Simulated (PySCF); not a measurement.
From computed data to an observable: oscillator strength and radiative lifetime

B(Cl)(Br)(Et) (C₂H₅BBrCl), SMILES CCB(Cl)Br.

Geometry: B3LYP-D3(BJ)/def2-SVP. One conformer was computed; it need not be the lowest.

TDA-PBE/def2-SVPD (PySCF) puts the first singlet state with f over 0.02 at 5.80 eV (vertical), with the transition dipole (0.142, -0.315, -0.878) in atomic units.

Problem. Find the oscillator strength, the wavelength and the radiative lifetime that this transition would have in vacuum if emission retraced absorption.

Solution. 
|μ|² = 0.8903 au, so |μ| = 2.40 D. ΔE = 5.80/27.211 = 0.2131 hartree. f = (2/3) ΔE |μ|² = 0.127 (the program prints 0.127).
λ = 1239.84/5.80 = 214 nm; ν = 46780 cm⁻¹.
Einstein's coefficient A = 0.6670 ν² f s⁻¹ (ν in cm⁻¹) = 1.8e8 s⁻¹, so τ = 1/A = 5.4 ns. This state is S3; the lower singlets have f = 0.000, 0.000. The figure is the radiative limit of this one transition; relaxation, internal conversion, crossing to triplets and a medium change what is measured.
